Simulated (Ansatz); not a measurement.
Geometry optimisation, RKS PBE0-D4/def2-SVP in Ansatz.

Input:

```yaml
crystal:
  periodic: [false, false, false]
  atoms:
    - { symbol: B, position_ang: [0.060899, -0.26841, 0.05914] }
    - { symbol: "N", position_ang: [0.06712, -0.677771, 1.498385] }
    - { symbol: H, position_ang: [-0.739692, -1.168968, 1.861542] }
    - { symbol: H, position_ang: [0.923065, -1.05228, 1.885164] }
    - { symbol: "N", position_ang: [1.293453, 0.007165, -0.59468] }
    - { symbol: H, position_ang: [2.158567, 0.058083, -0.077386] }
    - { symbol: H, position_ang: [1.324867, 0.53042, -1.457741] }
    - { symbol: "N", position_ang: [-1.186461, -0.120919, -0.608179] }
    - { symbol: H, position_ang: [-2.07357, -0.333218, -0.17843] }
    - { symbol: H, position_ang: [-1.265969, 0.182645, -1.566808] }
    - { symbol: P, position_ang: [-0.779525, 2.655585, 0.750746] }
    - { symbol: H, position_ang: [-2.186117, 2.440865, 0.878096] }
    - { symbol: H, position_ang: [-0.756278, 3.589878, 1.83893] }
    - { symbol: H, position_ang: [-0.43126, 1.531325, 1.552922] }
basis:
  gaussian: { orbitals: def2-SVP }
hamiltonian:
  xc: pbe0
  dispersion: d4
relax:
  f_tol: 0.03
  max_steps: 50
```

Command:

```bash
$ ansatz run input.yaml --threads 4 --pin off --max-ram 5120MiB --backend cpu --events-out ev --progress --plain --runs-dir out
```

Problem. Where does it end, and by what steps?

Solution. It converged. After 8 steps the energy has fallen by 0.127 eV; H13 moved furthest, 0.35 Å.

```tsv
step	energy less start (eV)	largest force component (eV/Å)	accepted
0	0.0000	1.561	yes
1	-0.0905	0.981	yes
2	0.1349	1.732	no
3	-0.1161	0.126	yes
4	-0.1192	0.099	yes
5	-0.1229	0.073	yes
6	-0.1240	0.059	yes
7	-0.1260	0.061	yes
8	-0.1265	0.013	yes
```

```xyz
14
Properties=species:S:1:pos:R:3
B 0.107 -0.375 0.063
N 0.131 -0.912 1.389
H -0.701 -1.239 1.856
H 0.980 -1.248 1.818
N 1.328 -0.126 -0.637
H 2.214 -0.128 -0.152
H 1.341 0.480 -1.446
N -1.147 -0.041 -0.543
H -2.027 -0.374 -0.178
H -1.210 0.242 -1.510
P -0.892 2.869 0.786
H -2.272 2.526 0.900
H -0.978 3.860 1.818
H -0.467 1.841 1.677
```

Whether the end is a true minimum wasn't checked by a vibrational analysis.

Time of the run: 17 s on 4 threads of Arm Neoverse V2, with other jobs on the host, peak memory 0.28 GiB.
